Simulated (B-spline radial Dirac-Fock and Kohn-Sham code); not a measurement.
# The Kα2 (K-L2) line from Lu to Bi

The computed values come from a radial finite-basis atomic code: relaxed Dirac-Fock hole states (ΔSCF) with Breit and QED corrections and a finite nucleus. Free neutral atoms. Correlation energy is missing from these numbers.

The screening constant σ is defined by E = 0.7500·Ry·(Z − σ)², the hydrogen-like form of Moseley's law.

```csv
Z,element,computed (eV),tabulated (eV),√E,σ
71,Lu,52960.1,52965.2,230.13,-1.04
72,Hf,54601.4,54611.4,233.67,-1.15
73,Ta,56273.7,56280.3,237.22,-1.26
74,W,57977.4,57981.0,240.79,-1.38
75,Re,59713.2,59717.7,244.36,-1.50
76,Os,61481.1,61485.8,247.95,-1.62
77,Ir,63282.4,63286.9,251.56,-1.75
78,Pt,65117.0,65122.2,255.18,-1.88
79,Au,66985.7,66991.3,258.82,-2.02
80,Hg,68888.5,68893.6,262.47,-2.16
81,Tl,70826.6,70832.5,266.13,-2.31
82,Pb,?,?,?,?
83,Bi,74810.2,74814.8,273.51,-2.62
```

Task: Estimate the missing row, Pb.

Result: Computed 72800.2 eV, tabulated 72804.5 eV, √E = 269.82, σ = -2.46.

Tabulated energies: xraylib 4.2 line table, elements in their standard states.
